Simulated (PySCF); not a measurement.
The multiplicity is imposed and other spin states were not computed.

B3LYP has the VWN-RPA correlation part, as in Gaussian. 

Cartesian coordinates (Å):
```xyz
6

Cd     0.2607    -0.1088     0.2895
N     -0.1223    -1.8439    -0.6716
H     -0.8863    -2.3511    -0.2004
H      0.6930    -2.4723    -0.6112
O      0.6198     1.6400     1.1535
H      0.4999     2.3480     0.4907
```
Charge 0, multiplicity 1.

Task: What total energy, charge on the central atom (Mulliken) and LUMO does PySCF with B3LYP-D3(BJ)/def2-TZVP // PBE-D3(BJ)/def2-SVP give?

Result: 
* **total energy**: -299.6673 Ha
* **charge on the central atom (Mulliken)**: 0.81 e
* **LUMO**: -1.41 eV
